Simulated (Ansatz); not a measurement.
Geometry optimisation, RKS revPBE/def2-SVP in Ansatz.

Input:

```yaml
crystal:
  periodic: [false, false, false]
  atoms:
    - { symbol: Zr, position_ang: [-0.4878, -0.1263, -0.9783] }
    - { symbol: Cl, position_ang: [1.9086, -1.26, 0.5377] }
    - { symbol: F, position_ang: [-0.0098, -1.3184, -2.2974] }
    - { symbol: F, position_ang: [-2.2854, -0.4251, -0.7181] }
    - { symbol: F, position_ang: [0.026, 1.5755, -1.4689] }
    - { symbol: H, position_ang: [0.8741, -0.2587, 1.5404] }
    - { symbol: O, position_ang: [-0.1682, 0.4668, 1.5699] }
    - { symbol: H, position_ang: [0.1425, 1.3463, 1.8146] }
basis:
  gaussian: { orbitals: def2-SVP }
hamiltonian:
  xc: revpbe
relax:
  f_tol: 0.15
  max_steps: 25
  restrain:
    - { distance: [0, 6], at: 3.71, k: 30.0 }
    - { distance: [5, 1], at: 2.63, k: 30.0 }
    - { distance: [0, 1], at: 2.77, k: 30.0 }
    - { distance: [5, 6], at: 0.97, k: 30.0 }
```

Command:

```bash
$ ansatz run input.yaml --threads 2 --pin off --max-ram 3072MiB --backend cpu --events-out ev --progress --plain --runs-dir out
```

Question: Where does it end, and by what steps?

Answer: It converged. The restraints hold the end off the free minimum. After 8 steps the energy has fallen by 0.919 eV (the restraints' own energy left out); F3 moved furthest, 0.76 Å. Parted: Zr1–O7 (2.64 → 3.70 Å). Joined: H6–O7 (1.27 → 0.98 Å).

```tsv
step	energy less start (eV)	largest force component (eV/Å)	accepted
0	0.0000	4.265	yes
1	0.1347	6.310	yes
2	0.1255	6.784	yes
3	-0.1306	4.934	yes
4	-0.5995	2.357	yes
5	-0.7872	1.784	yes
6	-0.8828	1.609	yes
7	-0.9147	1.670	yes
8	-0.9190	1.615	yes
```

```xyz
8
Properties=species:S:1:pos:R:3
Zr -0.287 -0.418 -1.326
Cl 1.626 -1.462 0.263
F -0.112 -1.215 -3.039
F -2.060 -0.799 -0.769
F -0.066 1.452 -1.586
H 0.574 0.077 2.119
O -0.107 0.775 2.171
H 0.432 1.589 2.167
```

Run time: 22 s on 2 threads of AMD EPYC 7R43 64-Core Processor (Zen 3) (shared host), peak memory 0.17 GiB.
